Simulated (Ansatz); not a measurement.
Harmonic frequencies (cm⁻¹) at PBE0-D4/def2-TZVP from Ansatz: 498, 504, 504, 1085, 1431, 1431, 3025, 3120, 3120.

**Question.** Which molecule is it?
A. `[SH][Al][SH]`•
B. `Cl[Si](Cl)I`•
C. `[CH3][Mg]`•
D. `N[B]F`•

**Answer.** C.
